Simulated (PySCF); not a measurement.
Species: C5H8N2Si.
Geometry (GFN2-xTB, Å), atoms numbered from 1 in this order:
```
atom  x, y, z in Å
C1     3.5655   -0.3275   -0.0891
C2     2.1681   -0.1001    0.2006
C3     1.0017    0.0894    0.4355
Si4   -0.7743    0.3771    0.8389
N5    -1.2982    1.7609   -0.0357
C6    -1.7919   -1.0746    0.0936
C7    -3.1806   -0.7755    0.1639
N8    -4.2862   -0.4823    0.2355
H9     3.6957   -0.5483   -1.1483
H10    3.9345   -1.1696    0.4963
H11    4.1470    0.5596    0.1611
H12   -0.9566    0.3816    2.2995
H13   -2.2854    1.8963   -0.1874
H14   -0.8376    2.6453    0.0995
H15   -1.5160   -1.2284   -0.9495
H16   -1.5933   -1.9949    0.6416
```

Method: TDDFT PBE0/def2-SVPD, vertical, gas phase, core orbitals frozen in the response (PySCF).

Kohn–Sham orbitals with the atoms that hold most of them (Löwdin shares over 4%, at most four atoms; ? is withheld):

```tsv
orbital	ε (eV)	atoms
HOMO-3	-8.95	N8 32%, C7 22%, C6 14%, Si4 9%
HOMO-2	-8.11	C3 36%, C2 33%, N5 9%, C1 7%
HOMO-1	-7.99	?
HOMO	-7.69	N5 52%, Si4 11%, H12 7%, C3 5%
LUMO	?	?
LUMO+1	0.08	Si4 21%, C2 20%, C3 19%, H12 6%
LUMO+2	0.42	C1 22%, C2 19%, Si4 12%, C3 11%
```

(1) Give the leading atoms of the LUMO.

(2) Give the leading atoms of the HOMO-1.

(3) What is the LUMO energy, and the HOMO–LUMO gap?

Answers

(1) Si4 (bonded to 2 C, N and H) 21%; C2 (bonded to 2 C) 20%; C3 (bonded to C and Si) 19%; N5 (bonded to Si and 2 H) 6%. By element: carbon 39% or more, silicon 21%, nitrogen 6% or more.

(2) C3 (bonded to C and Si) 38%; C2 (bonded to 2 C) 35%; C1 (bonded to C and 3 H) 7%; N5 (bonded to Si and 2 H) 5%. By element: carbon 80% or more, nitrogen 5% or more.

(3) ε(LUMO) = -0.27 eV; the gap is 7.42 eV (0.2726 hartree).

Task: How does S1 compare with the orbital gap of 7.42 eV?

Result: S1 is at 5.93 eV (f = 0.0016), 1.49 eV below the gap, made of HOMO-1→LUMO (80%). Its leading pair isn't HOMO and LUMO; the energies of that pair differ by 7.71 eV. Without the coupling terms of the response equations the lowest excitation would equal the gap.

Task: Give energy, strength and leading configuration of S1 and S2, and follow the Löwdin shares of the leading atoms from the occupied to the empty orbital.

Result: 
- S1 (5.93 eV, f 0.0016), HOMO-1→LUMO (80%): C3 38% → 19%, C2 35% → 20%, Si4 at most 6% → 21%
- S2 (6.13 eV, f 0.024), HOMO→LUMO (80%): N5 52% → 6%, Si4 11% → 21%, C2 at most 6% → 20%

Löwdin shares depend on the basis, the more so with diffuse functions.

One conformer stands for the species.
